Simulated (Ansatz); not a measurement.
Basis-set series for CH5Al2N. Charge 0, multiplicity 1. The bonds changed during the relaxation, so this is another structure than the one it started from. The structure was optimised at the PBE0-D4/def2-TZVP level.

Cartesian coordinates in Å:
```
Al -0.750 -0.943 -1.025
C 0.794 -0.579 0.326
N 0.714 0.609 0.839
Al -0.872 1.425 0.020
H -1.742 -2.057 -0.451
H -0.175 -1.069 -2.511
H 1.637 -1.193 0.673
H 1.421 0.895 1.516
H -1.027 2.911 0.613
```

```tsv
functional	basis	functions	energy (Eh)	HOMO (eV)	LUMO (eV)
PBE0-D4	def2-TZVPP	216	-580.40138	-6.18	-2.10
PBE0-D4	def2-QZVPP	404	-580.42132	-6.18	-2.12
ωB97M-V	def2-TZVPP	216	-580.66212	-8.07	-0.14
ωB97M-V	def2-QZVPP	404	-580.68150	-8.08	-0.24
```

(1) Give the rows for def2-SVP. (Best estimate.)

## Answers

(1) Ansatz gave: 
```tsv
functional	basis	functions	energy (Eh)	HOMO (eV)	LUMO (eV)
PBE0-D4	def2-SVP	89	-580.12614	-6.18	-2.06
ωB97M-V	def2-SVP	89	-580.38308	-8.02	-0.04
```
